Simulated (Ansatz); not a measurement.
`[F][In]([SH])[Br]` + H₂O → `[OH][In]([F])[Br]` + H₂S at 500 K and 1 bar (formal hydrolysis of the In–S bond).

Gas-phase electronic energies from Ansatz, PBE0-D4/def2-TZVP geometries. CCSD(T)/CBS is the MP2 limit (def2-TZVPP, def2-QZVPP) plus CCSD(T) − MP2 in def2-TZVPP, frozen cores. This one scheme is used for every species. Elements past krypton have def2 core potentials. For Br, In outer-core shells are correlated without core-valence functions, which leaves a few kJ/mol of doubt a bond. Scalar relativity is left out up to krypton. Each species was taken in one conformer, which may not be the lowest.

```
            species  CCSD(T)/CBS energy (Eh)  H − E (kJ/mol)  S (J/(mol·K))
`[F][In]([SH])[Br]`              -3261.42177            69.2          414.0
                H₂O                -76.37941            73.2          206.3
`[OH][In]([F])[Br]`              -2938.80145            77.6          398.4
                H₂S               -398.97279            57.0          224.0
```

H − E and S are ideal-gas, rigid-rotor, harmonic terms from PBE0-D4/def2-TZVP, for one conformer and one mirror image of each species. 1 Eh = 2625.50 kJ/mol, R = 8.31446 J/(mol·K).

**Question.** By hand: ΔE, ΔH, ΔS and ΔG.

**Answer.** ΔE = (-2938.80145) + (-398.97279) − (-3261.42177) − (-76.37941) = 0.02694 Eh = 70.7 kJ/mol. Δ(H − E) = 77.6 + 57.0 − 69.2 − 73.2 = -7.8, so ΔH = 62.9 kJ/mol. ΔS = 398.4 + 224.0 − 414.0 − 206.3 = 2.1 J/(mol·K). ΔG = 62.9 − 500 × (2.1)/1000 = 61.9 kJ/mol.

**Question.** By hand: the equilibrium constant, and the temperature at which ΔG would vanish if ΔH and ΔS stayed fixed.

**Answer.** log₁₀ K = −ΔG/(RT ln 10) = -6.5. ΔG = 0 at ΔH/ΔS = 29952 K, far beyond where these terms or the molecules hold.

The number of gas molecules stays the same, so ΔS is small and ΔH decides. A doubt of 5 kJ/mol in ΔE shifts log₁₀ K by 0.5 here. Other conformers and mirror images would add mixing entropy, several J/(mol·K) or more a flexible species. These are equilibria of isolated gas molecules and say nothing of rates. Largest T1 diagnostic: 0.014 (customary marks: 0.02 for closed shells, 0.045 for open ones).
